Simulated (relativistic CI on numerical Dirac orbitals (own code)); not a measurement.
**Judd-Ofelt analysis for Eu4+**

Method of calculation: Dirac-Coulomb-Breit CI, KLI orbitals optimised for each configuration, model QED (radiative potential, 1s self-energy scaled to tabulated hydrogen-like ionisation energies), unscaled Slater integrals (own radial code, finite nucleus).

Configuration 4f5 alone, in intermediate coupling. Take Ω₂ = 3.54, Ω₄ = 1.06, Ω₆ = 3.95 (10⁻²⁰ cm²) and refractive index n = 1.85 as given. A_ED = 64π⁴e²ν³ n(n² + 2)²/[27h(2J + 1)] Σ Ω_λ |U^λ|², in Gaussian units with ν in cm⁻¹, and A_MD is n³ times the free-ion magnetic-dipole rate; a dash marks a rate that is forbidden or under 2 % of the level's free-ion decay.

Emitting level 4G°_5/2 at 23075 cm⁻¹ (radiative decay alone: multiphonon quenching in a host is left out, and the level can lie too high or too low):

| To | ν (cm⁻¹) | U² squared | U⁴ squared | U⁶ squared | Free-ion A(M1) (s⁻¹) |
| --- | --- | --- | --- | --- | --- |
| 6H°_5/2 | 23075 | 0.0000 | 0.0000 | 0.0000 | 6.55 |
| 6H°_7/2 | 21821 | 0.0001 | 0.0077 | 0.0083 | 5.32 |
| 6H°_9/2 | 20350 | 0.0110 | 0.0047 | 0.0016 | - |
| 6H°_11/2 | 18725 | 0.0000 | 0.0043 | 0.0018 | - |
| 6H°_13/2 | 16996 | 0.0000 | 0.0003 | 0.0013 | - |
| 6H°_15/2 | 15207 | 0.0000 | 0.0000 | 0.0000 | - |
| 6F°_1/2 | 14287 | 0.0009 | 0.0000 | 0.0000 | - |
| 6F°_3/2 | 13985 | 0.0006 | 0.0003 | 0.0000 | 2.41 |
| 6F°_5/2 | 13369 | 0.0052 | 0.0014 | 0.0000 | 1.65 |
| 6F°_7/2 | 12303 | 0.0003 | 0.0012 | 0.0003 | 0.528 |
| 6F°_9/2 | 10841 | 0.0009 | 0.0000 | 0.0002 | - |
| 6F°_11/2 | 9101 | 0.0000 | 0.0000 | 0.0000 | - |

Q: Give the rates, branching ratios and the radiative lifetime.

A: The rates are:

| To | λ (nm) | A_ED (s⁻¹) | A_MD (s⁻¹) | β (%) |
| --- | --- | --- | --- | --- |
| 6H°_5/2 | 433 | 0 | 41.5 | 4.9 |
| 6H°_7/2 | 458 | 312 | 33.7 | 40.5 |
| 6H°_9/2 | 491 | 307 | 0 | 35.9 |
| 6H°_11/2 | 534 | 56.1 | 0 | 6.6 |
| 6H°_13/2 | 588 | 19.4 | 0 | 2.3 |
| 6H°_15/2 | 658 | 0 | 0 | 0.0 |
| 6F°_1/2 | 700 | 6.81 | 0 | 0.8 |
| 6F°_3/2 | 715 | 4.85 | 15.3 | 2.4 |
| 6F°_5/2 | 748 | 34.4 | 10.5 | 5.3 |
| 6F°_7/2 | 813 | 5.27 | 3.34 | 1.0 |
| 6F°_9/2 | 922 | 4.01 | 0 | 0.5 |
| 6F°_11/2 | 1099 | 0 | 0 | 0.0 |

τ_rad = 1.17e-03 s. Computed level positions enter as ν³, so measured ones would change the rates. For the strongest line (458 nm) and an assumed effective width Δλ = 6.3 nm (300 cm⁻¹), the Füchtbauer-Ladenburg formula σ = λ⁴A/(8πcn²Δλ) gives a peak emission cross-section of 0.094 × 10⁻²⁰ cm².
